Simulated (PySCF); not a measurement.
# Spinor energies of Ru⁺ (ruthenium, charge +1)

Start: [Kr] 4d7; 4d3/2 filled at m_j = +1/2, +3/2; 4d5/2 filled at m_j = -3/2, -1/2, +1/2, +3/2, +5/2. Calculated with PySCF 2.14 in x2c-TZVPall-2c (8s9p7d1f, 77 functions): generalised Hartree-Fock with the X2C-1e Hamiltonian and a Gaussian nucleus; one run each with spin-orbit coupling (SO) switched off, then screened by Boettger's factors. This is a chosen level, not necessarily the ground level.

```csv
spinor shell,electrons,"ε, spin-free (eV)","ε, screened SO (eV)",weight of nominal j (screened SO),"rms radius, screened SO (bohr)"
1s1/2,2,-22242.2,-22240.8,1.000,0.0384
2s1/2,2,-3283.8,-3283.4,1.000,0.158
2p1/2,2,-2935.0,-3025.6,1.000,0.137
2p3/2,4,-2935.0,-2892.8,1.000,0.142
3s1/2,2,-618.42,-618.27,1.000,0.428
3p1/2,2,-500.78,-516.73,1.000,0.425
3p3/2,4,-500.78,-493.26,1.000,0.436
3d3/2,4,-311.72,-314.56,0.992,0.416
4s1/2,2,-100.96,-100.92,1.000,1.10
4p1/2,2,-65.803,-70.201,0.822,1.21
4p3/2,4,-65.803,-63.638,0.911,1.22
4d5/2,5,-18.274,-18.972,0.546,1.75
4d3/2,2,-18.274,-16.558,0.641,1.83
```

Task: Where does 3d5/2 lie, and what is the 3d spin-orbit splitting (screened SO)?

Result: At -309.67 eV, 4.891 eV above 3d3/2.

| quantity | spin-free | screened SO |
| --- | --- | --- |
| E (hartree) | -4527.43374 | -4528.08296 |
| M_J | 9/2 | 9/2 |
| ⟨J²⟩ | 24.765 | 24.767 |
| ⟨L²⟩ | 12.010 | 12.121 |
| ⟨S²⟩ | 3.755 | 3.735 |

Each row is a mean over spinors that exchange with the open shell spreads, by up to 7.809 eV (4p3/2).

Rows whose weight is well below 1 are mixtures of j = l ± 1/2: exchange outweighs spin-orbit coupling there, and the label is only the starting occupation.

Breit and QED terms are absent; they matter most for the inner s and p1/2 levels.

Densities and radii are taken from the X2C orbitals without a picture-change correction, which distorts them close to the nucleus.

Without spin-orbit coupling the j labels of p, d and f shells carry no meaning; the spin-free column gives the mean over the occupied spinors of each nl shell.
